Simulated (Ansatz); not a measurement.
Reaction (formal exchange of groups at the Si–C bond): `S[SiH2][SiH2]CCl` + `[GeH3][I]` → `S[SiH2][SiH2][GeH3]` + `ClCI`

Computed with Ansatz on PBE0-D4/def2-TZVP structures; ΔE is electronic, products minus reactants. CCSD(T)/CBS adds triple-zeta CCSD(T) − MP2 to the extrapolated MP2 energy (def2 sets, frozen cores). Functionals use def2-TZVPP. Elements past krypton have def2 core potentials. For Ge, I outer-core shells are correlated without core-valence functions, which leaves a few kJ/mol of doubt a bond. Scalar relativity is left out up to krypton. Each species was taken in one conformer, which may not be the lowest.

`S[SiH2][SiH2]CCl`:

Cartesian coordinates in Å:
```
S 2.114 1.998 -1.563
Si 0.165 1.332 -0.967
Si 0.345 -0.678 0.225
C -1.334 -1.237 0.884
Cl -1.160 -2.753 1.812
H 2.634 1.943 -0.325
H -0.548 2.365 -0.165
H -0.571 1.149 -2.246
H 1.265 -0.463 1.374
H 0.904 -1.733 -0.657
H -2.040 -1.429 0.075
H -1.772 -0.494 1.552
```

`[GeH3][I]`:

Cartesian coordinates in Å:
```
Ge -0.023 0.186 0.126
I 0.230 -1.885 -1.277
H -0.495 -0.253 1.516
H -1.059 1.083 -0.558
H 1.347 0.868 0.193
```

`S[SiH2][SiH2][GeH3]`:

Cartesian coordinates in Å:
```
S -1.903 1.956 -0.561
Si 0.010 1.340 -1.311
Si 1.169 0.174 0.349
Ge -0.133 -1.702 1.022
H -2.264 0.731 -0.141
H -0.125 0.497 -2.531
H 0.682 2.611 -1.686
H 1.395 1.069 1.515
H 2.488 -0.302 -0.157
H -0.302 -2.679 -0.155
H -1.535 -1.243 1.462
H 0.517 -2.452 2.195
```

`ClCI`:

Cartesian coordinates in Å:
```
Cl 0.785 0.685 1.380
C -0.180 0.040 0.065
I 0.973 -0.815 -1.516
H -0.761 0.843 -0.376
H -0.816 -0.752 0.447
```

Problem. Is it downhill or uphill in electronic energy at CCSD(T)/CBS, and by how much? (Estimate.)

Solution. The calculation gave: Uphill: ΔE = +98.8 kJ/mol.

Problem. What do these levels give: PBE-D4, r2SCAN-D4, PBE0-D4, B2PLYP, PBE, HF/def2-TZVPP, MP2/def2-TZVPP, CCSD(T)/def2-TZVPP, MP2/def2-QZVPP, HF/CBS(def2), MP2/CBS(def2), CCSD/CBS(def2)? (Estimate.)

Solution. Ansatz gave: PBE-D4 89.6, r2SCAN-D4 101.3, PBE0-D4 99.5, B2PLYP 105.4, PBE 92.3, HF/def2-TZVPP 132.4, MP2/def2-TZVPP 103.6, CCSD(T)/def2-TZVPP 99.4, MP2/def2-QZVPP 103.6, HF/CBS(def2) 133.4, MP2/CBS(def2) 103.0, CCSD/CBS(def2) 103.4 kJ/mol.

Largest T1 diagnostic among the species: 0.012.

The D4 term adds −4.7 kJ/mol with B3LYP and −2.5 kJ/mol with PBE0; it sums over pairs of atoms, weighted by their polarisabilities, and B3LYP, whose exchange is more repulsive, gets the larger term. In def2-TZVPP, CCSD(T) changes the Hartree–Fock value by −33.0 kJ/mol (the triples alone add −4.6 kJ/mol) and MP2 by −28.8 kJ/mol. From PBE to PBE0 (25 % exact exchange), in def2-TZVPP and without D4, ΔE moves by +9.7 kJ/mol.

B3LYP here is the variant with VWN-RPA as its local correlation; programs differ in this.
